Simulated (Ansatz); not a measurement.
Reaction (redistribution): `C=[C](F)[GaH2]` + `OBN([SiH3])[SiH3]` → `[SiH3][N]([SiH3])[GaH2]` + `C=C(F)BO`

Program: Ansatz. Geometries: PBE0-D4/def2-TZVP. ΔE: electronic, gas phase. CBS: MP2 limit from def2 TZ/QZ plus the TZ coupled-cluster correction, frozen cores. DFT in def2-TZVPP. B3LYP here is the variant with VWN-RPA as its local correlation; programs differ in this. For Ga outer-core shells are correlated without core-valence functions, which leaves a few kJ/mol of doubt a bond. Scalar relativity is left out up to krypton. One conformer a species, not always the lowest.

Is it downhill or uphill in electronic energy at CCSD(T)/CBS, and by how much? (Estimate.)

The calculation gave: Uphill: ΔE = +12.5 kJ/mol.

What do these levels give: PBE-D4, r2SCAN-D4, PBE0-D4, ωB97X-V, ωB97M-V, B2PLYP, PBE0, B3LYP, MP2/def2-TZVPP, SCS-MP2/def2-TZVPP, CCSD/def2-TZVPP, CCSD(T)/def2-TZVPP? (Estimate.)

Ansatz gave: PBE-D4 12.9, r2SCAN-D4 13.5, PBE0-D4 15.2, ωB97X-V 16.9, ωB97M-V 18.8, B2PLYP 14.1, PBE0 16.6, B3LYP 16.6, MP2/def2-TZVPP 12.7, SCS-MP2/def2-TZVPP 12.6, CCSD/def2-TZVPP 14.3, CCSD(T)/def2-TZVPP 12.8 kJ/mol.

Largest T1 diagnostic among the species: 0.014.

In def2-TZVPP, CCSD(T) changes the Hartree–Fock value by −7.4 kJ/mol (the triples alone add −1.5 kJ/mol) and MP2 by −7.5 kJ/mol.
